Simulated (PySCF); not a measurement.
**Radial density of Yb (ytterbium, neutral)**

UHF, [Xe] 4f14 5d2, high-spin 3F determinant (an excited configuration). All numbers are calculated (PySCF 2.14, the spin-free X2C one-electron Hamiltonian (Gaussian nucleus), in ANO-RCC-VTZP).

| r (bohr) | 4πr²ρ (e/bohr) | 4πr²(ρα − ρβ) |
| --- | --- | --- |
| 0.0195 | 87.64 | -0.0015 |
| 0.0329 | 89.70 | -0.0031 |
| 0.0553 | 125.5 | -0.0001 |
| 0.0930 | 101.6 | 0.0133 |
| 0.156 | 112.7 | -0.0007 |
| 0.263 | 66.93 | -0.0269 |
| 0.443 | 65.51 | -0.0469 |
| 0.744 | 31.56 | -0.0546 |
| 1.25 | 11.97 | 0.1678 |
| 2.11 | 2.766 | 0.4159 |
| 3.54 | 0.4855 | 0.4194 |
| 5.96 | 0.2092 | 0.2090 |
| 10.0 | 0.009845 | 0.0098 |

Densities and radii are taken from the X2C orbitals without a picture-change correction, which distorts them close to the nucleus.

Spin-orbit coupling, absent here, splits the open shell strongly.

Problem. Where is the radial spin density 4πr²(ρα − ρβ) most negative, and why is it negative at all?

Solution. Around r = 0.744 bohr, down to -0.0546 e/bohr: exchange with the open shell polarises the paired shells in an unrestricted calculation.
